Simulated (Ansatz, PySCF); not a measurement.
Ga(Cl)2(vinyl) (C2H3Cl2Ga), SMILES C=[CH][Ga]([Cl])[Cl].

Coordinates come from a r2SCAN-D4/def2-SVP optimisation. The structure was generated by enumeration; whether it is a known compound was not checked. Other conformers were not sampled.

Vertical ionisation energy (IE) and electron affinity (EA) in eV. Rows of orbital energies are one-electron estimates. Where ΔSCF, EOM or ADC give a negative EA the extra electron is unbound and the value depends on the basis.

```csv
level,IE,EA
"−ε(HOMO), −ε(LUMO), PBE0/def2-TZVP (PySCF)",8.70,1.90
"−ε(HOMO), −ε(LUMO), PBE/def2-TZVP (PySCF)",7.49,2.76
"ΔSCF, PBE0/def2-SVPD (Ansatz), final states of multiplicity 2 and 2",10.73,0.34
"ΔSCF, PBE/def2-SVPD (Ansatz), final states of multiplicity 2 and 2",10.30,0.39
```

What vertical singlet–triplet gap does ΔSCF give with PBE0/def2-SVPD (Ansatz, a first-principles code) and with PBE/def2-SVPD (Ansatz)? (Estimate from the structure and the level; the computed values follow.)

3.92 and 4.06 eV (triplet above singlet where positive).
